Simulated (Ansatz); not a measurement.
`[CH3][Mo]([NH2])(=[O])=[O]`, charge 0, multiplicity 1.

(1) Give a relaxed structure at PBE0-D4/def2-TZVP (the Gaussian-basis code of Ansatz). (Best estimate.)

Answers

(1) Ansatz gave: 
Cartesian coordinates in Å:
```
C -1.0187 -0.2871 1.1396
Mo -0.1949 0.3105 -0.7062
N 1.6962 -0.0262 -0.6224
O -0.9565 -0.6274 -1.8745
O -0.5430 1.9480 -0.8561
H -0.5686 0.2911 1.9499
H -0.8333 -1.3518 1.2998
H -2.0967 -0.1089 1.1281
H 2.3806 0.6910 -0.4265
H 2.1350 -0.8392 -1.0317
```
Point group Cs.
This is one stationary point; other conformers may exist.
